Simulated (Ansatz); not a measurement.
This geometry of a periodic cell of 17 atoms, TiSi16 (host Si, host structure diamond, interstitial Ti) is a first-order saddle point.

Computed with DFT PBE, scalar-relativistic, plane waves, PAW (Ansatz). Settings: PAW set soft_1, cutoff 420 eV, k mesh 2x2x2, gaussian smearing 0.05 eV, no spin polarisation.

```xyz
17
Lattice="0.0000 5.4300 5.4300 5.4300 0.0000 5.4300 5.4300 5.4300 0.0000" Properties=species:S:1:pos:R:3
Si -0.160 0.164 0.160
Si 1.369 1.416 1.413
Si 2.774 2.660 0.007
Si 4.016 4.066 1.414
Si 2.773 0.012 2.657
Si 4.017 1.416 4.061
Si 5.422 2.660 2.656
Si 6.951 3.913 3.909
Si 0.132 2.806 2.811
Si 1.197 4.229 4.235
Si 2.621 5.294 2.811
Si 4.167 6.690 4.208
Si 2.621 2.806 5.301
Si 4.167 4.200 6.695
Si 5.590 5.266 5.272
Si 6.655 6.691 6.696
Ti 8.824 7.464 7.468
```

Task: Which two structures does it join? (They come from a converged band through this point; their orientation in space is the band's.)

Result: Contacts lost: Si3–Ti17, Si5–Ti17, Si7–Ti17, Si8–Ti17. Contacts made: Si1–Ti17, Si2–Ti17, Si4–Ti17, Si6–Ti17. The atom that moves furthest is Ti17, by 2.35 Å.

First end point:

```xyz
17
Lattice="0.0000 5.4300 5.4300 5.4300 0.0000 5.4300 5.4300 5.4300 0.0000" Properties=species:S:1:pos:R:3
Si -0.001 -0.002 0.001
Si 1.340 1.340 1.342
Si 2.714 2.713 0.037
Si 4.087 4.087 1.343
Si 2.714 0.035 2.715
Si 4.088 1.340 4.089
Si 5.393 2.714 2.716
Si 6.742 4.116 4.118
Si 0.035 2.714 2.715
Si 1.341 4.087 4.089
Si 2.714 5.393 2.716
Si 4.116 6.742 4.117
Si 2.715 2.714 5.395
Si 4.117 4.116 6.743
Si 5.430 5.430 5.430
Si 6.743 6.742 6.743
Ti 8.144 8.144 8.146
```

Last end point:

```xyz
17
Lattice="0.0000 5.4300 5.4300 5.4300 0.0000 5.4300 5.4300 5.4300 0.0000" Properties=species:S:1:pos:R:3
Si 0.046 -0.045 -0.044
Si 1.396 1.357 1.358
Si 2.702 2.730 -0.015
Si 4.074 4.036 1.358
Si 2.701 -0.016 2.731
Si 4.075 1.357 4.037
Si 5.448 2.731 2.731
Si 6.791 4.072 4.073
Si 0.046 2.759 2.760
Si 1.359 4.072 4.073
Si 2.673 5.385 2.760
Si 4.074 6.787 4.109
Si 2.673 2.759 5.385
Si 4.075 4.108 6.788
Si 5.448 5.413 5.414
Si 6.754 6.787 6.788
Ti 9.504 6.787 6.788
```

Task: How far does it lie above each of them?

Result: 1.72 eV above the first and 1.72 eV above the second. This is the barrier of this one path; another mechanism may lie lower. Limits of this set-up: coarse k mesh.

Run time: 16 min on 1 thread of Arm Neoverse V2 (shared host), peak memory 0.79 GiB.
